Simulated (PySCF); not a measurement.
Zr(H)3(SH) (H4SZr), SMILES [SH][ZrH3], multiplicity 1. Atoms are numbered in the order given.

```xyz
6

Zr    -0.0006     0.6509     0.0000
H      1.7970     1.1255     0.0000
H     -0.8878     1.2300    -1.5221
H     -0.8878     1.2300     1.5221
S     -0.0800    -1.7508     0.0000
H      1.2817    -1.6095     0.0000
```

Geometry: PBE-D3(BJ)/def2-TZVP. The spin state was assumed, not searched. The def2 effective core potentials stand for the cores of Zr; spin–orbit coupling is left out.

Method: PBE-D3(BJ)/def2-TZVP (PySCF 2.14.0).

Frequencies are harmonic and unscaled.

```
mode  ν (cm⁻¹)  IR (km/mol)  moving atoms (share of kinetic energy)
----  --------  -----------  --------------------------------------
1          125          0.1                                  H 99 %
2          245         26.2                          H 86 %, S 10 %
3          340         17.0                                  H 93 %
4          360         14.3                 S 44 %, H 42 %, Zr 13 %
5          502         26.4                          H 72 %, S 22 %
6          534        210.0                                  H 90 %
7          606         83.7                                  H 99 %
8          633         83.3                                  H 99 %
9         1631        399.0                                  H 98 %
10        1638        393.8                                  H 98 %
11        1672        198.9                                 H 100 %
12        2514          5.7                                  H 97 %
```
